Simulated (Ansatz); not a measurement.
Geometry optimisation of BrGaHO (`[OH][Ga][Br]`) radical.

```yaml
crystal:
  periodic: [false, false, false]
  atoms:
    - {symbol: O, position_ang: [-0.963869, 0.034730, -0.528546]}
    - {symbol: Ga, position_ang: [0.611581, 0.454916, 0.285323]}
    - {symbol: Br, position_ang: [1.842557, -1.374517, 1.083655]}
    - {symbol: H, position_ang: [-1.434668, 0.824570, -0.860732]}
basis:
  gaussian: {orbitals: def2-TZVP}
magnetization: {spin_polarized: true, initial_magnetization: 1}
hamiltonian: {xc: pbe0, dispersion: d4}
relax: {f_tol: 0.005, max_steps: 150}
```

```sh
$ ansatz run in.yaml --threads 2 --pin off --events-out ev --progress --plain
```

Output, abridged:

```
Functional definition: PBE0
mean field -124472.93579620 eV, -4574.2960197241 hartree, gradient 4.8e-5 eV, S^2 0.754193; 0 other end points of the search recorded, 0 dependent functions left out
relax step   1: F+E_penalty+E_count = -124473.00184064 eV  Δ(F+E_penalty+E_count) = +0.000e0 eV  max|allowed force component| = 7.855e-1 eV/Å  Δτ_max = 0.0000 Å  (34 SCF iters, accepted)
mean field -124472.95247103 eV, -4574.2966325128 hartree, gradient 2.4e-5 eV, S^2 0.753923; 0 other end points of the search recorded, 0 dependent functions left out
relax step   2: F+E_penalty+E_count = -124473.01870252 eV  Δ(F+E_penalty+E_count) = -1.686e-2 eV  max|allowed force component| = 2.630e-1 eV/Å  Δτ_max = 0.0199 Å  (37 SCF iters, accepted)
mean field -124472.95484483 eV, -4574.2967197485 hartree, gradient 2.1e-5 eV, S^2 0.753801; 0 other end points of the search recorded, 0 dependent functions left out
relax step   3: F+E_penalty+E_count = -124473.02123771 eV  Δ(F+E_penalty+E_count) = -2.535e-3 eV  max|allowed force component| = 5.066e-2 eV/Å  Δτ_max = 0.0099 Å  (39 SCF iters, accepted)
mean field -124472.95509093 eV, -4574.2967287924 hartree, gradient 1.5e-5 eV, S^2 0.753800; 0 other end points of the search recorded, 0 dependent functions left out
relax step   4: F+E_penalty+E_count = -124473.02148067 eV  Δ(F+E_penalty+E_count) = -2.430e-4 eV  max|allowed force component| = 2.570e-2 eV/Å  Δτ_max = 0.0044 Å  (29 SCF iters, accepted)
mean field -124472.95527265 eV, -4574.2967354706 hartree, gradient 2.0e-5 eV, S^2 0.753803; 0 other end points of the search recorded, 0 dependent functions left out
relax step   5: F+E_penalty+E_count = -124473.02166779 eV  Δ(F+E_penalty+E_count) = -1.871e-4 eV  max|allowed force component| = 1.622e-2 eV/Å  Δτ_max = 0.0058 Å  (28 SCF iters, accepted)
mean field -124472.95527293 eV, -4574.2967354808 hartree, gradient 2.1e-5 eV, S^2 0.753803; 0 other end points of the search recorded, 0 dependent functions left out
relax step   6: F+E_penalty+E_count = -124473.02169523 eV  Δ(F+E_penalty+E_count) = -2.744e-5 eV  max|allowed force component| = 5.693e-3 eV/Å  Δτ_max = 0.0027 Å  (27 SCF iters, accepted)
mean field -124472.95527091 eV, -4574.2967354066 hartree, gradient 3.4e-5 eV, S^2 0.753803; 0 other end points of the search recorded, 0 dependent functions left out
relax step   7: F+E_penalty+E_count = -124473.02169638 eV  Δ(F+E_penalty+E_count) = -1.153e-6 eV  max|allowed force component| = 7.720e-5 eV/Å  Δτ_max = 0.0004 Å  (23 SCF iters, accepted)
mean field -124472.95527091 eV, -4574.2967354066 hartree, gradient 3.4e-5 eV, S^2 0.753803; 1 other end points of the search recorded, 0 dependent functions left out
Total energy: -124473.02172110 eV, -4574.2991774062 hartree
Atom 0 at    -0.945443     0.045527    -0.527805 Å, force    -0.000042     0.000036     0.000004 eV/Å
Atom 1 at     0.607604     0.441609     0.280225 Å, force     0.000035    -0.000077     0.000040 eV/Å
Atom 2 at     1.823291    -1.358743     1.075686 Å, force    -0.000018     0.000061    -0.000028 eV/Å
Atom 3 at    -1.429851     0.811306    -0.848406 Å, force     0.000025    -0.000019    -0.000016 eV/Å
Dipole moment:    -0.131277     0.581814    -0.115783 e Å
```

Run time 44 s (2 threads of a server CPU on a shared host); peak host memory 0.4 GiB.
